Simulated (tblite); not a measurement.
Compound: C7H8FS (doublet state).
Z-matrix (Å and degrees, GFN2-xTB geometry), rows numbered from 1:
```
C 
C   1  1.5224
C   2  1.5331  1  111.32
C   3  1.4886  2  111.60  1   179.20
S   4  1.7405  3  121.72  2   -65.51
C   5  1.7619  4   91.80  3   178.77
C   6  1.3240  5  109.05  4    -0.12
C   4  1.3661  3  128.01  2   112.76
F   8  1.3404  4  123.10  3     1.65
H   1  1.0878  2  110.60  3    59.94
H   1  1.0878  2  110.62  3   -60.18
H   1  1.0871  2  110.32  3   179.87
H   2  1.0924  1  109.77  3   120.70
H   2  1.0920  1  109.65  3  -120.89
H   3  1.0924  2  109.71  1   -60.32
H   3  1.0938  2  109.10  1    58.19
H   6  1.0682  5  119.11  4   179.87
```

Method: GFN2-xTB as coded in tblite; computed harmonic values from a numerical Hessian at the method's own geometry, unscaled. The method is semi-empirical: single wavenumbers can be off by several per cent or more. One conformer, not necessarily the lowest. Open shells enter through the occupations alone, without spin polarisation, and single modes of such species can be off by tens of per cent.

Harmonic wavenumbers (cm⁻¹): 26.8, 72.3, 102.4, 205.1, 225.7, 239.1, 296.8, 319.8, 390.9, 443.6, 500.6, 550.8, 616.7, 693.2, 711.7, 738.5, 783.3, 876.3, 937.1, 947.8, 1053.1, 1092.1, 1109.6, 1123.5, 1166.2, 1228.3, 1272.0, 1279.5, 1347.2, 1350.5, 1416.0, 1459.8, 1491.2, 1501.1, 1503.0, 1505.6, 1583.8, 2952.7, 2973.1, 2983.8, 2988.2, 3033.9, 3037.1, 3044.4, 3196.4.

A = 2203, B = 978.9, C = 713.0 MHz; mass 143.033 u (most abundant isotopes); point group C1, symmetry number 1; spin multiplicity 2.

**Question.** Zero-point energy?

**Answer.** Half the sum of the wavenumbers: 28185 cm⁻¹ = 337.17 kJ/mol.

**Question.** What is S at 400 K and 1 bar for an ideal gas of classical rigid rotors and harmonic oscillators?

**Answer.** Translation 176.86, rotation 128.04, vibration 155.11, spin (R ln 2) 5.76: S = 465.8 J/(mol K).

**Question.** And Cp and H(400 K) − H(0)?

**Answer.** Cp = 188.13 J/(mol K), of which vibrations give 154.87 (their classical limit is 45 R = 374.2); H(400 K) − H(0) = 44.85 kJ/mol without the zero-point energy, 31.55 from vibrations.

**Question.** How do the functions run with temperature in this model?

**Answer.** 
```csv
T (K),S (J/(mol K)),Cp (J/(mol K)),H − H(0) (kJ/mol),G − H(0) (kJ/mol),ln q(vib)
100,300.9,73.5,5.31,-24.79,1.99
200,364.1,112.7,14.64,-58.18,4.39
300,417.1,151.4,27.85,-97.28,6.79
500,511.3,219.8,65.30,-190.33,11.53
800,630.2,285.3,142.00,-362.18,18.31
1000,697.0,312.9,201.97,-495.05,22.51
```

q(vib) and H(0) count from the zero-point level.

**Question.** What must be added to the electronic energy to get the Gibbs energy at 400 K and 1 bar?

**Answer.** ZPE + [H(400 K) − H(0)] − T·S = 337.17 + 44.85 − 186.31 = 195.71 kJ/mol.

Hindered rotation and anharmonicity are outside this model. Other conformers, if any are populated, would add a mixing term that is left out. The structure is chiral; the term R ln 2 for an equal mix with its mirror image is left out.
